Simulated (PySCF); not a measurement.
Si(Me)(OH)3 (CH6O3Si), SMILES C[Si](O)(O)O. Heavy atoms are numbered as in [CH3:1][Si:2]([OH:3])([OH:4])[OH:5]. Hydrogens are named by the atom that carries them.

Coordinates come from a B3LYP-D3(BJ)/def2-SVP optimisation. The geometry has at least one imaginary mode, so it is a saddle point at that level. The values are those of a single conformer.

The numbers are results of PySCF with PBE0/pcSseg-1, not measurements.

GIAO shieldings, no solvent; atoms alike by connectivity are averaged. δ = σ(ref) − σ: ¹³C against TMS (σ = 186.3 ppm); ²⁹Si against TMS (σ = 352.7 ppm); ¹⁷O against H2O (σ = 334.2 ppm); ¹H against TMS (σ = 31.56 ppm), references at their B3LYP-D3(BJ)/def2-TZVP geometries, non-relativistic.

Problem. Estimate the chemical shifts. (An estimate is asked for; the answer gives what the named calculation found.)

Solution. 
```json
[
 {"nucleus": "¹³C", "atoms": "C1 (CH3)", "count": "1", "δ (ppm)": "-1.6"},
 {"nucleus": "²⁹Si", "atoms": "Si2", "count": "1", "δ (ppm)": "-19.4"},
 {"nucleus": "¹⁷O", "atoms": "O3 (OH)", "count": "3", "δ (ppm)": "63.3"},
 {"nucleus": "¹H", "atoms": "H on O3", "count": "3", "δ (ppm)": "2.05"},
 {"nucleus": "¹H", "atoms": "H on C1", "count": "3", "δ (ppm)": "0.48"}
]
```
